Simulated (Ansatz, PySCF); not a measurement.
Complex: HCl (SMILES Cl) (first 2 atoms) with ClH3Si (SMILES [SiH3]Cl); geometry from B3LYP-D3(BJ)/def2-TZVP, rigid monomers moved along the line of their centres of mass till H2···Cl4 is 2.22 Å.
(charge 0, multiplicity 1):
| atom | x (Å) | y (Å) | z (Å) |
|---|---|---|---|
| Cl | 0.1814 | 0.4272 | -0.0816 |
| H | -0.0892 | -0.4557 | 0.8177 |
| Si | 0.0664 | 0.6924 | 3.5827 |
| Cl | -0.3848 | -1.2169 | 2.8853 |
| H | -0.0283 | 0.6530 | 5.0539 |
| H | -0.9184 | 1.6274 | 3.0116 |
| H | 1.4347 | 1.0218 | 3.1471 |

Quantity: the interaction energy.

Interaction energies are E(AB) − E(A) − E(B) at the monomers' geometry in the complex; basis-set methods are counterpoise corrected.

Cores are frozen in the correlated methods. CBS(a, b) extrapolates the correlation energy as X⁻³ and adds the Hartree–Fock energy of set b.

Codes used: Ansatz (Gaussian orbitals); PySCF for the dispersion terms. Each number belongs to the level named beside it.

Costs are ratios of core time to PBE/def2-TZVPPD (roughly 14 s), for whole runs (searches for the state included, and forces where a run took them) on one shared machine, so rough; each difference counts from -75.7 meV (MP2/CBS(aug-cc-pV(D+d)Z, aug-cc-pV(T+d)Z) + ΔCCSD(T)/aug-cc-pV(D+d)Z, a level with limits of its own).

| level | basis functions | cost | difference (meV) |
|---|---|---|---|
| PBE/def2-TZVPPD | 218 | ×1 | 17.4 |
| PBE-D3(BJ)/def2-TZVPPD | 218 | ×1 | -46.5 |
| PBE0/def2-TZVPPD | 218 | ×1 | 26.0 |
| PBE0-D3(BJ)/def2-TZVPPD | 218 | ×1 | -35.4 |
| B3LYP/def2-TZVPPD | 218 | ×1 | 84.7 |
| B3LYP-D3(BJ)/def2-TZVPPD | 218 | ×1 | -30.7 |
| r2SCAN/def2-TZVPPD | 218 | ×2 | -6.9 |
| r2SCAN-D3(BJ)/def2-TZVPPD | 218 | ×2 | -27.8 |
| wB97X-V/def2-TZVPPD | 218 | ×3 | 1.7 |
| MP2/aug-cc-pV(T+d)Z | 257 | ×3 | -13.0 |
| wB97M-V/def2-TZVPPD | 218 | ×3 | -0.3 |
| CCSD(T)/aug-cc-pV(D+d)Z | 132 | ×5 | 61.4 |

Ansatz is a quantum-chemistry and plane-wave program.
